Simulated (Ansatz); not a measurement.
Basis sets compared for the cluster Cd7⁺. The state is a doublet with charge 1. Geometry PBE/def2-SVP. Ansatz on 4 threads of Arm Neoverse V2 on a shared host; times are rough, and most runs start from earlier orbitals.

Cartesian coordinates in Å:
```
Cd -0.568 2.729 -1.870
Cd -1.797 -2.782 -0.565
Cd 0.948 2.308 0.726
Cd -1.762 -0.067 -1.928
Cd 1.784 0.270 2.826
Cd 0.020 -1.947 1.715
Cd 1.376 -0.511 -0.904
```

In the def2 sets Cd takes a core potential; there is no spin–orbit coupling. Another isomer (doublet) lies 0.05 eV lower at PBE0/def2-TZVP; other spin states weren't run for this one.

```json
{"level": "PBE/def2-SVP", "functions": "217", "energy (Eh)": "-1174.0431", "HOMO (eV)": "-7.52", "LUMO (eV)": "-7.30", "wall time": "8.5 s"}
{"level": "PBE0/def2-SVP", "functions": "217", "energy (Eh)": "-1173.9549", "HOMO (eV)": "-7.90", "LUMO (eV)": "-6.65", "wall time": "17 s"}
```

Problem. Estimate the rows for PBE/def2-TZVP (with forces), PBE0/def2-TZVP.

Solution. 
```tsv
level	functions	energy (Eh)	HOMO (eV)	LUMO (eV)	wall time
PBE/def2-TZVP (with forces)	280	-1174.3421	-7.53	-7.30	14 s
PBE0/def2-TZVP	280	-1174.2434	-7.90	-6.64	28 s
```
